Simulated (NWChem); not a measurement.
# BeSi2H6; SMILES [SiH3][Be][SiH3]

All runs: NWChem. Medium grid unless said otherwise, to which SCAN and Minnesota functionals are sensitive. Structure relaxed at the B3LYP/6-31G* (spherical d) level.

**Question.** Estimate the computed values for M06/def2-TZVP. Quantities: highest occupied level (eV); orbital gap (eV).

**Answer.** highest occupied level (eV): -7.37
orbital gap (eV): 5.53
